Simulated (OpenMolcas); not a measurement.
**Ir4+: effect of the metal basis**

Ir4+ with its 6 nearest fluoride ions at 1.889 Å, on the Ge site of Cs2GeF6 (a = 9.021 Å, distance in the model lattice 1.804 Å). The rest of the host is ab initio model potentials to 7.6 Å and point charges beyond; the distance is set by hand and nothing relaxes.

- Program: OpenMolcas 26.06
- Method: SS-CASPT2, IPEA 0.25 Eh, imaginary shift 0.1 Eh (closed shells correlated: 5s 5p and the ligand valence shells)
- Spin-orbit coupling: state interaction with AMFI integrals over the reference wave functions

Fixed: ligand basis ANO-RCC-VDZP, active space 5 electrons in 5 orbitals (5d), DKH2 Hamiltonian.

States (labels of O, the rotations of Oh). Energies in cm-1 above the lowest state or level, χT in cm3 K/mol; under a threefold ground state the first gap can be a small split of the lowest multiplet, not the spin-orbit step.

```
Run   Metal basis  Ground state  First state of that spin  First gap with spin-orbit (degeneracies)  χT at 300 K  First state of another spin                     Cost
  A  ANO-RCC-VDZP           2T2                 2A2 32970                               7510 (2, 4)        0.405              2S+1 = 4: 27140   roughly 3 core-minutes
  B  ANO-RCC-VTZP           2T2                 2A2 32610                               7430 (2, 4)        0.411              2S+1 = 4: 26870  roughly 11 core-minutes
```

Against A, the first state of the same spin changes by -1.1 % in B.

Costs are those of the CASPT2 steps.

Roots that are degenerate in the reference are averaged as groups; the widest CASPT2 spread within a group is 710 cm-1 (the 3-fold group of multiplicity 2 near 74100 cm-1 above the lowest state of its run, A). Shifts and gaps below about the spread of the groups concerned are not significant. Over all roots computed the reference weight is 0.68 to 0.72 in A, 0.68 to 0.71 in B; a low but even weight reflects the number of correlated electrons. An orbital triplet at a regular site is open to Jahn-Teller coupling, which can distort the site and quench the lowest spin-orbit gaps and is left out. Ligand-to-metal charge-transfer states are missing. With no ligand orbital active B as a rule stays too high, so bands that hang on it stand too high and its fall with covalency is understated. With one d shell and no ligand orbital active, 10Dq can be off by a tenth or more. The least metal-like active orbital is 70 % on the metal (Löwdin) and no ligand orbital is active, so the numbers are rough (holds for A). The least metal-like active orbital is 71 % on the metal (Löwdin) and no ligand orbital is active, so the numbers are rough (holds for B). No measured value stands beside these numbers; the geometry was set by hand and not optimised.

A state without a sure symmetry label is named by its multiplicity alone.
